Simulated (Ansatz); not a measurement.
Molecule: sum formula GeH$_{2}$F$_{2}$, net charge 0, singlet state. 
Structure (B3LYP-D3(BJ)/def2-TZVP (Ansatz, a first-principles code) minimum search):
SMILES: [F][GeH2][F]
```xyz
5

F     -0.7714    -1.3490    -0.0057
Ge     0.3335    -0.0114     0.0403
F     -0.6580     1.3979    -0.1669
H      1.2511    -0.1207    -1.1768
H      0.9408     0.0457     1.4414
```
Charge 0, spin multiplicity 1.

Basis-set convergence of Hartree-Fock and CCSD(T) correlation energies (hartree) with Ansatz. Correlated levels leave the core frozen unless marked. Spin-orbit coupling is left out. Frozen are the shells of the preceding noble gas and the d and f shells that filled before the atom's block. Non-relativistic.

| basis | functions | E(HF) | E(corr, CCSD(T)) |
|---|---|---|---|
| cc-pVDZ | 65 | -2275.44751 | -0.49952 |
| cc-pVTZ | 131 | -2275.60044 | -0.65860 |
| cc-pVQZ | 238 | -2275.62460 | -0.71463 |
| cc-pV5Z | 396 | -2275.62959 | -0.73543 |

Extrapolating the two largest sets (X = 4 and 5) as X^-3: E(corr) = (125·(-0.73543) - 64·(-0.71463))/61 = -0.7573 Eh, an estimate of the basis-set limit. The largest set recovers 97.1 % of it, the smallest 66.0 %.
